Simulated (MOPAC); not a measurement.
MOPAC input (AM1):

```
AM1 1SCF GEO-OK AUX(PRECISION=9) THREADS=1
C3H6O2

C    -1.85426700 1    0.16959900 1    0.15915300 1
C    -0.42817500 1   -0.14043400 1   -0.20349900 1
O    -0.07230800 1   -0.83388000 1   -1.12113600 1
O     0.42913400 1    0.46702700 1    0.64298700 1
C     1.82311300 1    0.23895900 1    0.38704500 1
H    -2.52230600 1   -0.33652100 1   -0.53162400 1
H    -2.02171500 1    1.24668600 1    0.11879400 1
H    -2.05722800 1   -0.15398600 1    1.18076000 1
H     2.09238000 1    0.59834500 1   -0.60548000 1
H     2.35607600 1    0.79512600 1    1.15308000 1
H     2.05416200 1   -0.82357000 1    0.45347300 1
```

From the output:

```
                                                       MOPAC v23.2.5 Linux

          FINAL HEAT OF FORMATION =        -92.21469 KCAL/MOL =    -385.82625 KJ/MOL

          COSMO AREA              =        112.27 SQUARE ANGSTROMS
          COSMO VOLUME            =         95.95 CUBIC ANGSTROMS

          IONIZATION POTENTIAL    =         11.412516 EV
          HOMO LUMO ENERGIES (EV) =        -11.413  1.265
          NO. OF FILLED LEVELS    =         15
          MOLECULAR WEIGHT        =         74.0792         POINT GROUP:  Cs

          MOLECULAR DIMENSIONS (Angstroms)

            Atom       Atom       Distance
            H    10    H     6     5.28370
            H    11    H     7     3.04461
            H     8    H     9     2.87572

          SCF CALCULATIONS        =          1

   ATOM   CHEMICAL          X               Y               Z
  NUMBER   SYMBOL      (ANGSTROMS)     (ANGSTROMS)     (ANGSTROMS)

     1       C         -1.85426700  *   0.16959900  *   0.15915300  *
     2       C         -0.42817500  *  -0.14043400  *  -0.20349900  *
     3       O         -0.07230800  *  -0.83388000  *  -1.12113600  *
     4       O          0.42913400  *   0.46702700  *   0.64298700  *
     5       C          1.82311300  *   0.23895900  *   0.38704500  *
     6       H         -2.52230600  *  -0.33652100  *  -0.53162400  *
     7       H         -2.02171500  *   1.24668600  *   0.11879400  *
     8       H         -2.05722800  *  -0.15398600  *   1.18076000  *
     9       H          2.09238000  *   0.59834500  *  -0.60548000  *
    10       H          2.35607600  *   0.79512600  *   1.15308000  *
    11       H          2.05416200  *  -0.82357000  *   0.45347300  *

                             CARTESIAN COORDINATES

   1    C       -1.854267000     0.169599000     0.159153000
   2    C       -0.428175000    -0.140434000    -0.203499000
   3    O       -0.072308000    -0.833880000    -1.121136000
   4    O        0.429134000     0.467027000     0.642987000
   5    C        1.823113000     0.238959000     0.387045000
   6    H       -2.522306000    -0.336521000    -0.531624000
   7    H       -2.021715000     1.246686000     0.118794000
   8    H       -2.057228000    -0.153986000     1.180760000
   9    H        2.092380000     0.598345000    -0.605480000
  10    H        2.356076000     0.795126000     1.153080000
  11    H        2.054162000    -0.823570000     0.453473000

           Empirical Formula: C3 H6 O2  =    11 atoms

      MOLECULAR POINT GROUP   :   Cs

                  EIGENVALUES
 -41.23957 -37.53942 -31.85719 -28.00557 -22.17673 -18.49865 -17.47168 -17.38867
 -14.73313 -14.49509 -14.01340 -13.29393 -13.13996 -11.69382 -11.41252   1.26482
   2.10348   3.68494   4.06461   4.07052   4.21098   4.21538   4.49634   4.64294
   5.30324   6.87251

              NET ATOMIC CHARGES AND DIPOLE CONTRIBUTIONS

  ATOM NO.   TYPE          CHARGE      No. of ELECS.   s-Pop       p-Pop
    1          C          -0.224432        4.2244     1.21543     3.00900
    2          C           0.306401        3.6936     1.23128     2.46232
    3          O          -0.338422        6.3384     1.90645     4.43197
    4          O          -0.269831        6.2698     1.86917     4.40066
    5          C          -0.064084        4.0641     1.22947     2.83461
    6          H           0.111050        0.8890     0.88895
    7          H           0.108142        0.8919     0.89186
    8          H           0.108164        0.8918     0.89184
    9          H           0.081544        0.9185     0.91846
   10          H           0.099902        0.9001     0.90010
   11          H           0.081565        0.9184     0.91843
 DIPOLE           X         Y         Z       TOTAL
 POINT-CHG.    -0.341     0.968     1.284     1.644
 HYBRID         0.114     0.003     0.007     0.114
 SUM           -0.227     0.972     1.292     1.632

          ATOMIC ORBITAL ELECTRON POPULATIONS

     Atom    s        px        py        pz
    1  C   1.21543   0.91836   1.04662   1.04402
    2  C   1.23128   0.89147   0.77063   0.80023
    3  O   1.90645   1.80835   1.34232   1.28130
    4  O   1.86917   1.18146   1.67886   1.54034
    5  C   1.22947   0.79178   1.02167   1.02117
    6  H   0.88895
    7  H   0.89186
    8  H   0.89184
    9  H   0.91846
   10  H   0.90010
   11  H   0.91843

 **********************
 *                    *
 * JOB ENDED NORMALLY *
 *                    *
 **********************

 == MOPAC DONE ==
```

The geometry given is a B3LYP-D3(BJ)/def2-TZVP minimum.
